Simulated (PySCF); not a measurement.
**How the method changes the constants of PbO**

State: ¹Σ⁺ (singlet), closed shell. Set-up: Pb aug-cc-pVDZ-PP with ECP60, O aug-cc-pVDZ; scalar-relativistic core potentials (PySCF 2.14). De refers to Pb + O in their high-spin ground configurations, without counterpoise correction. A positive dipole means Pb(−)O(+). Levels whose curve was spin-contaminated or gave no clean fit are not listed.

| Level | Re (Å) | ωe (cm⁻¹) | De (eV) | μ (D) | CPU s a point (SCF and correlation, without the integrals) |
| --- | --- | --- | --- | --- | --- |
| RHF | 1.893 | 857 | 0.72 | -5.86 | 0.12 |
| RHF-CCSD | 1.937 | 771 | 4.23 | n/a | n/a |
| RHF-CCSD(T) | 1.965 | 706 | 4.73 | n/a | 5.2 |
| PBE | 1.966 | 709 | 5.48 | -4.62 | 1 |
| r²SCAN | 1.944 | 749 | 4.86 | -4.71 | 3.6 |
| M06-L | 1.953 | 734 | 5.21 | -4.80 | 1.7 |
| B3LYP | 1.948 | 744 | 4.78 | -5.00 | 1.5 |
| PBE0 | 1.931 | 770 | 4.54 | -4.96 | 1.7 |
| BHandHLYP | 1.915 | 805 | 3.71 | -5.37 | 0.83 |

Task: Which functional lies closest to RHF-CCSD(T) in De, which farthest, and by how much do they differ from it?

Result: Closest is B3LYP (-1.7 pm in Re, +5.4 % in ωe, +0.05 eV in De against RHF-CCSD(T) in the same basis), farthest BHandHLYP (-5.0 pm in Re, +14.0 % in ωe, -1.02 eV in De). CCSD(T) converges more slowly with the basis than the functionals do and binds too weakly in this one, so the order can change at the basis-set limit.

Task: What does a quarter of exact exchange do here, going from PBE to PBE0?

Result: PBE0 less PBE: -3.5 pm in Re, +8.6 % in ωe, -0.94 eV in De. Exact exchange removes part of the self-interaction that spreads semilocal densities, and in most molecules shortens and stiffens the bond and lowers De; so it does here.

Task: What does the step from GGA to meta-GGA do here, going from PBE to r²SCAN?

Result: r²SCAN less PBE: -2.2 pm in Re, +5.6 % in ωe, -0.62 eV in De. 

Measured (Huber and Herzberg, Constants of Diatomic Molecules (1979)): Re = 1.921813 Å, ωe = 721.0 cm⁻¹.

Correlated steps freeze 5 core orbitals. Correlated levels converge slowly with the basis: in double zeta they bind strong bonds too weakly, by up to about 1 eV, and carry superposition errors of some tenths. These are scalar-relativistic numbers at best; spin–orbit coupling would shift them, the dissociation energy most. Where the molecule has an RHF reference, its open-shell atoms are computed with UHF. The CCSD T1 diagnostic is raised, a sign that a single reference may not be enough here.

The whole job (state search and all levels along the bond) took about 3.7 min on 1 thread of Arm Neoverse N1 (shared host), peak memory 0.68 GiB.
